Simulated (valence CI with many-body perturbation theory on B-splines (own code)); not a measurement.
# La6+: calculated level list

Method: configuration interaction combined with many-body perturbation theory (CI+MBPT): five valence electrons over a frozen Dirac-Fock core [Kr] 4d10, radial functions for each j: 7 s, 7 p, 7 d, 7 f, 4 g, 2 h, with the one-electron correlation potential Σ1 (screened to all orders), the two-electron term Σ2, the three-electron term Σ3, Breit, model QED; selected single and double excitations, second order for the rest, scaled by the run's own slope (own B-spline code, finite nucleus).

With an open or low-lying f shell, different configurations can be misplaced against each other by up to about 5,000 cm⁻¹. No measured spectrum was set against this ion. As an estimate, levels hold to about 250 cm⁻¹ or 0.2 % of their energy and the worst to 1 %, as in measured heavy ions of charge 2 to 7; those with d or f electrons hold less well. Among the levels kept, up to 2200 cm⁻¹ of a level comes from second order outside the variational space, and about a tenth of that is noise between levels of different J, which matters for small intervals.

Levels 91 to 135 of 216, with energies above the lowest level, 5s2.5p3 4S°_3/2. "Leading %" is the weight of the configuration and term that name the level; weights of strongly mixed levels are sums over their largest components and can fall short. In the jj column 3d3/2^4 stands for four electrons in 3d with j = 3/2. Lifetimes count E1, E2, E3, M1 and M2 decay at the calculated energies, and are blank where another channel may lead or the interval is too uncertain; long ones can be off by a factor of two.

```csv
No.,Configuration,Term,J,E (cm⁻¹),Leading %,g,Lifetime,Leading jj
91,4f.5s.5p3,4H,7/2,269610,59,0.791,338 ps,4f5/2 5s 5p1/2^2 5p3/2 (44 %)
92,4f2.5s2.5p,4D°,7/2,270430,51,1.283,263 ns,4f7/2^2 5s^2 5p1/2 (80 %)
93,4f.5s.5p3,4H,9/2,270790,53,1.088,909 ps,4f7/2 5s 5p1/2^2 5p3/2 (34 %)
94,4f.5s.5p3,4D,5/2,271850,26,1.162,88.4 ps,4f5/2 5s 5p1/2 5p3/2^2 (25 %)
95,4f.5s.5p3,4H,11/2,272730,60,1.181,1.37 ns,4f7/2 5s 5p1/2 5p3/2^2 (55 %)
96,4f2.5s2.5p,2F°,7/2,272760,32,1.073,663 ns,4f5/2 4f7/2 5s^2 5p1/2 (57 %)
97,4f.5s.5p3,4F,3/2,272840,48,0.719,175 ps,4f5/2 5s 5p1/2^2 5p3/2 (34 %)
98,4f2.5s2.5p,2H°,9/2,272860,44,0.992,2.62 μs,4f7/2^2 5s^2 5p1/2 (70 %)
99,5s2.5p2.5d,2F,7/2,272990,66,1.110,24.3 ps,5s^2 5p3/2^2 5d3/2 (45 %)
100,4f.5s.5p3,2P,3/2,274070,30,1.153,87.5 ps,4f5/2 5s 5p1/2 5p3/2^2 (30 %)
101,5s2.5p2.5d,2D,5/2,274800,77,1.203,246 ps,5s^2 5p3/2^2 5d5/2 (76 %)
102,4f2.5s2.5p,2F°,5/2,276620,51,1.010,569 ns,4f5/2 4f7/2 5s^2 5p1/2 (46 %)
103,4f.5s.5p3,2G,7/2,277180,32,1.101,421 ps,4f5/2 5s 5p1/2 5p3/2^2 (29 %)
104,4f.5s.5p3,4G,11/2,277190,80,1.257,1.47 ns,4f7/2 5s 5p1/2 5p3/2^2 (75 %)
105,4f2.5s2.5p,4D°,3/2,277570,44,1.153,361 ns,4f5/2 4f7/2 5s^2 5p1/2 (45 %)
106,4f.5s.5p3,4F,9/2,277720,42,1.203,1.16 ns,4f5/2 5s 5p1/2 5p3/2^2 (36 %)
107,4f2.5s2.5p,2S°,1/2,277870,60,1.920,1.04 μs,4f5/2 4f7/2 5s^2 5p1/2 (76 %)
108,4f.5s.5p3,4H,13/2,278690,89,1.231,1.91 ns,4f7/2 5s 5p1/2 5p3/2^2 (89 %)
109,5s2.5p2.5d,2S,1/2,278850,25,1.397,72.3 ps,4f5/2 5s 5p1/2 5p3/2^2 (37 %)
110,4f.5s.5p3,4D,5/2,278910,37,1.213,366 ps,4f5/2 5s 5p1/2 5p3/2^2 (42 %)
111,4f2.5s2.5p,4D°,1/2,278920,80,0.268,355 ns,4f5/2^2 5s^2 5p1/2 (44 %)
112,4f.5s.5p3,2H,9/2,279480,61,0.999,882 ps,4f5/2 5s 5p1/2 5p3/2^2 (36 %)
113,4f2.5s2.5p,2D°,5/2,279690,35,1.183,494 ns,4f7/2^2 5s^2 5p1/2 (52 %)
114,4f.5s.5p3,4P,5/2,280540,44,1.382,139 ps,4f7/2 5s 5p1/2^2 5p3/2 (39 %)
115,4f2.5s2.5p,2I°,11/2,280560,56,0.982,8.84 μs,4f5/2 4f7/2 5s^2 5p1/2 (55 %)
116,4f.5s.5p3,4D,3/2,280850,65,1.086,265 ps,4f5/2 5s 5p1/2 5p3/2^2 (56 %)
117,4f2.5s2.5p,2P°,3/2,281020,44,1.203,462 ns,4f7/2^2 5s^2 5p1/2 (51 %)
118,4f2.5s2.5p,2I°,13/2,281030,57,1.028,74.7 μs,4f5/2 4f7/2 5s^2 5p1/2 (65 %)
119,4f.5s.5p3,4F,7/2,281140,56,1.166,179 ps,4f5/2 5s 5p1/2 5p3/2^2 (45 %)
120,4f.5s.5p3,4D,1/2,281190,68,0.382,155 ps,4f5/2 5s 5p1/2 5p3/2^2 (54 %)
121,5s2.5p2.5d,2P,3/2,281630,18,1.124,62.1 ps,4f5/2 5s 5p1/2 5p3/2^2 (24 %)
122,4f.5s.5p3,4F,5/2,282240,27,1.204,263 ps,4f7/2 5s 5p1/2 5p3/2^2 (54 %)
123,4f.5s.5p3,2H,11/2,282450,74,1.108,1.38 ns,4f5/2 5s 5p1/2 5p3/2^2 (70 %)
124,4f.5s.5p3,2P,1/2,283050,40,0.776,87.0 ps,4f7/2 5s 5p1/2 5p3/2^2 (47 %)
125,4f2.5s2.5p,4H°,11/2,283280,43,1.075,13.0 μs,4f5/2 4f7/2 5s^2 5p3/2 (71 %)
126,4f2.5s2.5p,4S°,3/2,283370,68,1.869,95.4 ns,4f5/2 4f7/2 5s^2 5p1/2 (51 %)
127,4f2.5s2.5p,4I°,13/2,283690,51,1.165,17.1 μs,4f5/2 4f7/2 5s^2 5p3/2 (57 %)
128,4f2.5s2.5p,4H°,9/2,284140,32,1.052,4.21 μs,4f5/2 4f7/2 5s^2 5p3/2 (50 %)
129,4f2.5s2.5p,2G°,7/2,284230,41,0.921,2.59 μs,4f5/2^2 5s^2 5p3/2 (86 %)
130,4f2.5s2.5p,2H°,9/2,284730,53,0.944,4.88 μs,4f5/2 4f7/2 5s^2 5p3/2 (50 %)
131,4f.5s.5p3,4P,3/2,284790,51,1.542,188 ps,4f7/2 5s 5p1/2 5p3/2^2 (60 %)
132,4f2.5s2.5p,4G°,11/2,284960,56,1.179,3.34 μs,4f5/2 4f7/2 5s^2 5p3/2 (51 %)
133,4f2.5s2.5p,4I°,15/2,285100,97,1.200,194 μs,4f7/2^2 5s^2 5p3/2 (81 %)
134,5s2.5p2.5d,2D,3/2,288280,40,0.914,42.3 ps,5s^2 5p3/2^2 5d5/2 (34 %)
135,4f.5s.5p3,4P,1/2,288430,48,2.283,61.9 ps,4f5/2 5s 5p1/2 5p3/2^2 (35 %)
```

Names give the largest LS component (configuration and term), which can be under half, so a name can repeat, a term be missing and a line seem to break the LS rules; names also repeat where a configuration has a term twice.

Where two levels of one J and parity lie close, their mixing, g and order are uncertain.
